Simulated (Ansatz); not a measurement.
Calculated with Ansatz (gas phase, PBE0-D4/def2-TZVP geometries, no zero-point term in ΔE). CBS: MP2 limit from def2 TZ/QZ plus the TZ coupled-cluster correction, frozen cores. Elements past krypton have def2 core potentials. For Ge, Sn outer-core shells are correlated without core-valence functions, which leaves a few kJ/mol of doubt a bond. Scalar relativity is left out up to krypton. Each species was taken in one conformer, which may not be the lowest.

Consider the redistribution: `O=C[SiH](O)Cl` + `[GeH3][SnH3]` → `O=C[SiH](O)[SnH3]` + `[Cl][GeH3]`.

```csv
species,MP2/CBS(def2) energy (Eh)
`O=C[SiH](O)Cl`,-939.06612
`[GeH3][SnH3]`,-2293.67978
`O=C[SiH](O)[SnH3]`,-695.04178
`[Cl][GeH3]`,-2537.67298
```

(1) Work out ΔE.

Largest T1 diagnostic among the species: 0.015.

Answers

(1) ΔE = (-695.04178) + (-2537.67298) − (-939.06612) − (-2293.67978) = 0.03114 Eh = +19.5 kcal/mol. CCSD(T)/CBS gives +18.7 kcal/mol.

In def2-TZVPP, CCSD(T) changes the Hartree–Fock value by +0.8 kcal/mol (the triples alone add −0.0 kcal/mol) and MP2 by +1.7 kcal/mol. From PBE to PBE0 (25 % exact exchange), in def2-TZVPP and without D4, ΔE moves by +1.0 kcal/mol.
